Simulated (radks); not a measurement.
Coherent X-ray form factor from a spherical all-electron density. Method: non-relativistic Kohn-Sham, BLYP, spin-polarised, spherical densities, point nucleus; computed with a radial shooting solver on a logarithmic mesh with Libxc functionals.

sin(theta)/lambda (1/angstrom)  f0 (electrons)
0.05                                    76.863
0.1                                     73.951
0.15                                    70.153
0.2                                     66.085
0.25                                    62.063
0.3                                     58.249
0.4                                     51.487
0.5                                     45.884
0.6                                     41.198
0.8                                     33.552
1                                       27.419
1.25                                    21.694
1.5                                     17.964
2                                       13.969

The species is in the configuration that NIST lists as its ground one. Which atom or ion scatters so?

Answer. Neutral platinum, [Xe] 4f14 5d(up 4.625, down 4.375) 6s(up 0.5, down 0.5). Extrapolating in s^2 from the first two rows gives f0(0) = 77.8, near the electron count 78; among species with that count, the fall with angle is slower the higher Z, and the table is that of Z = 78; from so few rows the species is fixed only to a neighbour or two.
